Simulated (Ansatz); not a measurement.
Consider the homolysis of the Ge–Si bond: `C[SiH](O)[GeH2][OH]` → `[OH][GeH2]`• + `C[SiH]O`•.

Gas-phase electronic energies from Ansatz, PBE0-D4/def2-TZVP geometries. CCSD(T)/CBS adds triple-zeta CCSD(T) − MP2 to the extrapolated MP2 energy (def2 sets, frozen cores). Functionals use def2-TZVPP. B3LYP here is the variant with VWN-RPA as its local correlation; programs differ in this. Open shells (•) are unrestricted, without spin–orbit coupling. For Ge outer-core shells are correlated without core-valence functions, which leaves a few kJ/mol of doubt a bond. Scalar relativity is left out up to krypton. One conformer a species, not always the lowest.

| level | ΔE (kJ/mol) | difference from CCSD(T)/CBS |
| --- | --- | --- |
| PBE-D4 | 290.4 | -29.8 |
| r2SCAN-D4 | 285.4 | -34.8 |
| PBE0-D4 | 298.5 | -21.7 |
| B3LYP-D4 | 291.8 | -28.4 |
| ωB97X-V | 314.9 | -5.3 |
| ωB97M-V | 308.6 | -11.6 |
| PBE | 280.8 | -39.4 |
| r2SCAN | 282.6 | -37.6 |
| PBE0 | 289.8 | -30.4 |
| HF/def2-TZVPP | 223.1 | -97.1 |
| CCSD/def2-TZVPP | 304.3 | -15.9 |
| CCSD(T)/def2-TZVPP | 309.7 | -10.5 |
| HF/def2-QZVPP | 220.6 | -99.6 |
| MP2/def2-QZVPP | 317.9 | -2.3 |
| HF/CBS(def2) | 220.3 | -99.9 |
| CCSD/CBS(def2) | 314.9 | -5.3 |
| CCSD(T)/CBS | 320.2 | 0 |

Largest T1 diagnostic among the species: 0.015.

In def2-TZVPP, CCSD(T) changes the Hartree–Fock value by +86.6 kJ/mol (the triples alone add +5.3 kJ/mol) and MP2 by +89.6 kJ/mol; breaking electron pairs costs correlation energy, which Hartree–Fock lacks. From PBE to PBE0 (25 % exact exchange), in def2-TZVPP and without D4, ΔE moves by +9.0 kJ/mol.
